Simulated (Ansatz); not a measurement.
The first iterations of a band of BH3NOS (7 atoms, charge -1, multiplicity 1).

Computed with Ansatz 0.2.0, RKS BHLYP/def2-SVP.

| Property | Result |
| --- | --- |
| movable images | 5 |
| climbing image | yes |
| spring | 5.0 eV/Å² |
| optimiser | quadratic models (default) |
| start path | through a guess of the saddle point |
| force threshold | 0.05 eV/Å |
| iteration limit | 60 |
| end points | relaxed |

Initial state:

```xyz
7
Properties=species:S:1:pos:R:3
N -0.547 0.994 0.109
B -0.032 -0.359 0.028
O 1.343 -0.417 0.314
S -0.984 -1.799 -0.371
H 0.096 1.761 0.002
H -1.436 1.162 -0.326
H 1.561 -1.343 0.245
```

Final state:

```xyz
7
Properties=species:S:1:pos:R:3
N -0.182 1.419 0.137
B 0.142 0.118 0.117
O 1.382 -0.521 0.371
S -1.207 -1.228 -0.328
H 0.643 1.979 0.341
H -2.137 -0.344 -0.706
H 1.358 -1.423 0.069
```

| iteration | highest image above the first end (eV) | largest band force component (eV/Å) |
| --- | --- | --- |
| 1 | 3.078 | 4.145 |
| 2 | 2.479 | 2.729 |
| 3 | 2.237 | 2.337 |
| 4 | 2.271 | 1.010 |
| 5 | 2.224 | 0.669 |

Task: Does the band converge within its limit, and where does its top end?

Result: The run converged. It ended after 16 iterations with the highest image 2.192 eV above the first end. A vibrational analysis at the climbing image gives one clearly imaginary mode, 1521i cm⁻¹: a first-order saddle point. The orbitals stay closed-shell, which can raise the energy where a bond breaks towards radicals; this wasn't checked here. Limits of this set-up: an anion without diffuse functions.

Time of the run: 3.3 min on 1 thread of Arm Neoverse V1, with other jobs on the host, peak memory 0.13 GiB.
